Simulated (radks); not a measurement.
Neutral manganese inside a hard spherical wall (all orbitals vanish at R), configuration held at [Ar] 3d5 4s2 and not refilled when levels cross. Method: scalar-relativistic Kohn-Sham, LDA (Slater exchange, VWN5 correlation), spin-polarised, spherical densities, point nucleus; open shells are filled with parallel spins first; computed with a radial shooting solver on a logarithmic mesh with Libxc functionals. Eigenvalues in eV for spin up, with the zero of energy where the potential of the charges vanishes at infinity; a dash marks a level that is unbound or too diffuse for the functional's potential to be trusted. A positive occupied level is held by the wall or, in an anion where self-interaction has pushed it up, behind a barrier. The pressure on the wall is -dE/dV.

[
 {"R (bohr)": "free", "E (hartree)": "-1156.34448", "kinetic (hartree)": "1168.545", "e(3s)": "-86.856", "e(3p)": "-55.918", "e(3d)": "-8.322", "e(4s)": "-5.697", "e(4p, empty)": "-1.658", "e(5s, empty)": "-0.063", "pressure (GPa)": "0"},
 {"R (bohr)": "20", "E (hartree)": "-1156.34448", "kinetic (hartree)": "1168.545", "e(3s)": "-86.856", "e(3p)": "-55.918", "e(3d)": "-8.322", "e(4s)": "-5.697", "e(4p, empty)": "-1.658", "e(5s, empty)": "0.031", "pressure (GPa)": "< 0.0001"},
 {"R (bohr)": "15", "E (hartree)": "-1156.34448", "kinetic (hartree)": "1168.545", "e(3s)": "-86.855", "e(3p)": "-55.917", "e(3d)": "-8.322", "e(4s)": "-5.697", "e(4p, empty)": "-1.656", "e(5s, empty)": "0.252", "pressure (GPa)": "< 0.0001"},
 {"R (bohr)": "12", "E (hartree)": "-1156.34444", "kinetic (hartree)": "1168.546", "e(3s)": "-86.851", "e(3p)": "-55.913", "e(3d)": "-8.317", "e(4s)": "-5.693", "e(4p, empty)": "-1.638", "e(5s, empty)": "0.724", "pressure (GPa)": "0.000721"},
 {"R (bohr)": "10", "E (hartree)": "-1156.34409", "kinetic (hartree)": "1168.549", "e(3s)": "-86.820", "e(3p)": "-55.882", "e(3d)": "-8.287", "e(4s)": "-5.668", "e(4p, empty)": "-1.564", "e(5s, empty)": "1.573", "pressure (GPa)": "0.0106"},
 {"R (bohr)": "7", "E (hartree)": "-1156.33262", "kinetic (hartree)": "1168.625", "e(3s)": "-86.329", "e(3p)": "-55.391", "e(3d)": "-7.812", "e(4s)": "-5.235", "e(4p, empty)": "-0.737", "e(5s, empty)": "6.322", "pressure (GPa)": "0.636"},
 {"R (bohr)": "3", "E (hartree)": "-1154.82301", "kinetic (hartree)": "1173.899", "e(3s)": "-73.069", "e(3p)": "-42.375", "e(3d)": "5.218", "e(4s)": "17.325", "e(4p, empty)": "28.158", "e(5s, empty)": "98.310", "pressure (GPa)": "597"},
 {"R (bohr)": "2", "E (hartree)": "-1147.48990", "kinetic (hartree)": "1196.896", "e(3s)": "-46.126", "e(3p)": "-14.936", "e(3d)": "36.231", "e(4s)": "96.456", "e(4p, empty)": "114.17", "e(5s, empty)": "311.67", "pressure (GPa)": "10900"},
 {"R (bohr)": "1.5", "E (hartree)": "-1127.75991", "kinetic (hartree)": "1252.349", "e(3s)": "2.454", "e(3p)": "36.581", "e(3d)": "92.402", "e(4s)": "263.39", "e(4p, empty)": "280.90", "e(5s, empty)": "680.98", "pressure (GPa)": "77900"}
]
